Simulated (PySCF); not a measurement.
# Oxygen: a sound run and one with changed settings

Sound run: O⁺ [He] 2s2 2p3, O²⁺ [He] 2s2 2p2. Calculation: PySCF 2.14, in aug-cc-pVDZ-DK (4s3p2d, 23 functions); the spin-free X2C one-electron Hamiltonian (Gaussian nucleus). The sound run starts from symmetry-adapted Hartree-Fock orbitals and uses a fine grid where one is needed.

A second run was set up differently.

```tsv
species	method	sound run (hartree)	changed run (hartree)	converged
O⁺	UHF	-74.40588	-74.40588	yes
O⁺	TPSS	-74.62449	-74.62449	yes
O⁺	r2SCAN	-74.58808	-74.58808	yes
O²⁺	UHF	-73.13623	-73.13623	yes
O²⁺	TPSS	-73.32865	-73.32886	yes
O²⁺	r2SCAN	-73.28344	-73.28518	yes
```

Ionisation energy of O⁺:

```tsv
method	sound run (eV)	changed run (eV)
UHF	34.549	34.549
TPSS	35.261	35.256
r2SCAN	35.501	35.454
```

Problem. What was changed?
A. basis contracted for another Hamiltonian
B. minimal basis
C. angular grid far too coarse
D. too few SCF iterations

Solution. C. It used 26 angular points. A coarse angular grid integrates products of high-l functions wrongly, so density functionals can shift, and the SCF can exploit the error; Hartree-Fock and MP2 need no grid.
